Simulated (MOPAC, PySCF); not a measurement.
CH₄BN, SMILES `[H]/N=C\B`, neutral singlet in the gas phase. 

Z-matrix (Å, degrees):
```
C
N 1 1.2757
H 2 1.0255 1 111.96
H 1 1.0968 2 116.10 3 179.94
B 1 1.5520 4 122.95 2 -179.92
H 5 1.1957 1 120.07 4 -92.17
H 5 1.1957 6 119.69 1 175.68
```
Charge 0, spin multiplicity 1.

All levels are single points at this geometry (PBE0-D3(BJ)/def2-TZVP); Pople sets use spherical d functions. Orbital energies aren't observables, and empty levels follow the basis.

| level | HOMO (eV) | LUMO (eV) | gap (eV) | dipole (D) | vertical IE, Delta-SCF (eV) |
|---|---|---|---|---|---|
| ωB97X-D3(BJ)/def2-TZVP in PySCF | -9.96 | 0.03 | 10.00 | 1.92 | 10.05 |
| B3LYP/3-21G in PySCF | -6.59 | -2.13 | 4.46 | 1.55 | – |
| BP86/6-31G* in PySCF | -5.88 | -2.86 | 3.02 | 1.41 | – |
| M06-2X/6-31G* in PySCF | -8.59 | -0.85 | 7.74 | 1.84 | – |
| HF/3-21G in PySCF | -10.68 | 1.83 | 12.51 | 2.20 | – |
| PM7 in MOPAC | -10.04 | -1.10 | 8.93 | 2.70 | – |
